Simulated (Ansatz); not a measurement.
Geometry optimisation, RKS B3LYP/6-31G* in Ansatz 0.2.0.

Input file:

```yaml
crystal:
  periodic: [false, false, false]
  atoms:
    - { symbol: B, position_ang: [0.0, 0.0, 0.0] }
    - { symbol: F, position_ang: [0.0, 0.0, 1.32] }
    - { symbol: Cl, position_ang: [1.6108, 0.0, -0.93] }
    - { symbol: C, position_ang: [-1.3856, 0.0, -0.8] }
    - { symbol: H, position_ang: [-1.9458, -0.9305, -0.5708] }
    - { symbol: H, position_ang: [-1.9898, 0.8797, -0.4946] }
    - { symbol: H, position_ang: [-1.1839, 0.0508, -1.8903] }
basis:
  gaussian: { orbitals: "6-31G*" }
hamiltonian:
  xc: b3lyp
relax:
  f_tol: 0.02
  max_steps: 40
```

Command:

```bash
$ ansatz run input.yaml --threads 1 --pin off --max-ram 2048MiB --backend cpu --events-out ev --progress --plain --runs-dir out
```

Where does it end, and by what steps?

It converged. After 6 steps the energy has fallen by 0.125 eV; Cl3 moved furthest, 0.08 Å.

| step | energy less start (eV) | largest force component (eV/Å) | accepted |
| --- | --- | --- | --- |
| 0 | 0.0000 | 1.171 | yes |
| 1 | -0.1020 | 0.716 | yes |
| 2 | -0.1224 | 0.200 | yes |
| 3 | -0.1149 | 0.483 | no |
| 4 | -0.1247 | 0.088 | yes |
| 5 | -0.1247 | 0.089 | yes |
| 6 | -0.1249 | 0.006 | yes |

```xyz
7
Properties=species:S:1:pos:R:3
B 0.000 0.003 -0.038
F 0.023 0.004 1.286
Cl 1.580 -0.008 -0.851
C -1.356 0.004 -0.814
H -1.923 -0.903 -0.565
H -1.976 0.848 -0.484
H -1.243 0.054 -1.899
```

Whether the end is a true minimum wasn't checked by a vibrational analysis.

Run time: 21 s on 1 thread of AMD EPYC 7R43 64-Core Processor (Zen 3), on a shared host, peak memory 0.17 GiB.
